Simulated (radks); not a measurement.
The numbers below are computed, except where a source is named.
Task: The mean radii <r> (bohr) of the occupied orbitals of an atom or ion are listed with their occupations. Level of theory: non-relativistic Kohn-Sham, LB94 model potential, spin-polarised, spherical densities, point nucleus (a radial shooting solver on a logarithmic mesh with Libxc functionals).

| orbital | occ. | <r> |
|---|---|---|
| 1s up | 1 | 0.03234 |
| 1s down | 1 | 0.03235 |
| 2s up | 1 | 0.1400 |
| 2s down | 1 | 0.1400 |
| 2p up | 3 | 0.1195 |
| 2p down | 3 | 0.1195 |
| 3s down | 1 | 0.3776 |
| 3s up | 1 | 0.3770 |
| 3p down | 3 | 0.3683 |
| 3p up | 3 | 0.3677 |
| 3d down | 5 | 0.3374 |
| 3d up | 5 | 0.3367 |
| 4s up | 1 | 0.7983 |

Name the element and its charge. Open shells, if any, are filled with parallel spins first.

Result: Z = 47, silver, charge +18: Ag18+ in [Ar] 3d10 4s1. The 1s radius gives Z: for a bare nucleus <r> = 1.5/Z, 0.03191 bohr for Z = 47, and screening makes it slightly larger (0.03234 here). The occupations add up to 29, and the charge is Z minus that.
